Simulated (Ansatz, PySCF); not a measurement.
Reaction (SMILES): OB(O)C(F)(F)F [trifluoromethylboronic acid] + 6 [H][H] (H2) -> B (BH3) + C (CH4) + 3 F (HF) + 2 O (H2O)
Structures are relaxed separately at B3LYP-D3(BJ)/def2-TZVP in Ansatz (an electronic-structure program), one conformer each, not searched for the lowest. Frequencies are from Ansatz or PySCF.
Geometry of the first species:
SMILES: FC(F)(F)B(O)O
```xyz
9

O     -1.1700     1.4440    -0.7618
B     -0.9302     0.3113    -0.0721
O     -1.9169    -0.4040     0.5180
C      0.6099    -0.1762     0.0295
F      0.7095    -1.3318     0.7528
F      1.4023     0.7288     0.6424
F      1.1549    -0.4325    -1.1788
H     -2.1014     1.6924    -0.7937
H     -1.6116    -1.1929     0.9796
```
Charge 0, spin multiplicity 1.

Property: energy of full hydrogenation (enthalpy at 298 K, with B3LYP-D3(BJ) rigid-rotor harmonic-oscillator terms), in eV. Valence correlation only, unless marked. Spin-orbit coupling is left out. No relativistic terms. Basis-set limits of correlation are two-point, X^-3; Hartree-Fock from the larger set. The bracket is a focal-point correction in the basis named.

| level | program | energy of full hydrogenation (eV) | minus last row |
|---|---|---|---|
| HF/STO-3G | Ansatz | 4.01 | 3.40 |
| BLYP-D4/def2-TZVPD | Ansatz + dftd4 | 1.07 | 0.46 |
| PBE0-D4/def2-TZVPD | Ansatz + dftd4 | 0.71 | 0.10 |
| RPA@PBE/cc-pVQZ | Ansatz | 0.66 | 0.05 |
| MP2/cc-pVTZ | Ansatz | 0.84 | 0.23 |
| RI-MP2/cc-pVQZ | Ansatz | 0.57 | -0.04 |
| CCSD(T)/cc-pVDZ | Ansatz | 1.28 | 0.67 |
| CCSD(T)/cc-pVQZ | Ansatz | 0.65 | 0.04 |
| RI-MP2/CBS(aug-cc-pVTZ,aug-cc-pVQZ)+[CCSD(T)-MP2]/aug-cc-pVTZ | Ansatz | 0.53 | -0.08 |
| CCSD(T)/CBS(cc-pVTZ,cc-pVQZ) | Ansatz | 0.61 | 0.00 |
